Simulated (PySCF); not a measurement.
All values below come from PySCF 2.14.0 with PBE-D3(BJ)/def2-TZVP // CAM-B3LYP-D3(BJ)/def2-TZVP. All species are isolated molecules in the gas phase. 

Reference species (SMILES): `[F][Al]([NH2])[F]` (neutral, multiplicity 1).

- dipole moment: 2.56 D

Changed species: `[NH2][Al]([NH2])[F]` (whole molecule; the reference has whole molecule).

Question: What does the change do to the dipole moment?

Answer: the dipole moment decreases by 0.20 D, to 2.36 D.
